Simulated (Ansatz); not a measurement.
Sn(OEt)4 (C₈H₂₀O₄Sn). The state is a singlet with charge 0. Geometry PBE-D4/def2-SVP.

```xyz
33

Sn   -0.002   -0.001    0.002
O     0.104    0.042    2.001
C    -0.958   -0.545    2.759
C    -0.734   -0.205    4.224
H    -1.953   -0.165    2.424
H    -0.976   -1.655    2.626
H    -1.528   -0.655    4.856
H     0.248   -0.590    4.566
H    -0.745    0.893    4.374
O    -1.842    0.628   -0.478
C    -2.263    0.543   -1.843
C    -3.743    0.887   -1.900
H    -1.684    1.252   -2.483
H    -2.091   -0.479   -2.257
H    -4.114    0.851   -2.945
H    -4.333    0.171   -1.292
H    -3.921    1.906   -1.499
O     0.220   -1.799   -0.850
C     1.509   -2.421   -0.820
C     1.455   -3.656   -1.706
H     2.303   -1.725   -1.181
H     1.785   -2.714    0.222
H     2.430   -4.184   -1.702
H     0.674   -4.357   -1.348
H     1.211   -3.375   -2.751
O     1.512    1.127   -0.666
C     1.712    2.423   -0.091
C     3.025    2.975   -0.622
H     0.874    3.111   -0.361
H     1.740    2.372    1.023
H     3.216    3.990   -0.216
H     3.869    2.316   -0.335
H     3.000    3.039   -1.729
```

In the def2 sets Sn takes a core potential, while STO-3G treats all electrons; there is no spin–orbit coupling.

**Question.** Estimate the orbital energies around the gap (eV) in Ansatz with HF/STO-3G, PBE-D4/def2-SVP, PBE-D4/def2-TZVP, PBE0-D4/def2-SVP, PBE0-D4/def2-TZVP.

**Answer.** 
| orbital | HF/STO-3G | PBE-D4/def2-SVP | PBE-D4/def2-TZVP | PBE0-D4/def2-SVP | PBE0-D4/def2-TZVP |
| --- | --- | --- | --- | --- | --- |
| HOMO−13 | -12.85 | -8.97 | -9.05 | -10.49 | -10.52 |
| HOMO−12 | -12.85 | -8.95 | -9.03 | -10.48 | -10.52 |
| HOMO−11 | -12.67 | -8.60 | -8.71 | -10.19 | -10.25 |
| HOMO−10 | -12.19 | -8.58 | -8.68 | -10.15 | -10.20 |
| HOMO−9 | -12.19 | -8.55 | -8.66 | -10.13 | -10.19 |
| HOMO−8 | -11.80 | -8.55 | -8.66 | -10.13 | -10.19 |
| HOMO−7 | -9.99 | -7.85 | -8.02 | -9.43 | -9.52 |
| HOMO−6 | -9.76 | -7.06 | -7.18 | -8.62 | -8.68 |
| HOMO−5 | -9.10 | -6.81 | -6.97 | -8.35 | -8.44 |
| HOMO−4 | -9.10 | -6.81 | -6.97 | -8.35 | -8.44 |
| HOMO−3 | -8.63 | -6.20 | -6.34 | -7.80 | -7.88 |
| HOMO−2 | -8.06 | -6.08 | -6.27 | -7.74 | -7.85 |
| HOMO−1 | -8.05 | -6.08 | -6.27 | -7.74 | -7.85 |
| HOMO | -7.95 | -6.01 | -6.19 | -7.70 | -7.79 |
| LUMO | 7.79 | -2.60 | -2.78 | -1.68 | -1.81 |
| LUMO+1 | 10.21 | 0.17 | -0.08 | 1.02 | 0.74 |
| LUMO+2 | 10.97 | 0.57 | 0.18 | 1.47 | 1.00 |
| LUMO+3 | 10.97 | 0.57 | 0.18 | 1.47 | 1.00 |
| LUMO+4 | 16.97 | 1.23 | 0.56 | 2.10 | 1.36 |
| LUMO+5 | 17.01 | 1.49 | 0.86 | 2.38 | 1.68 |
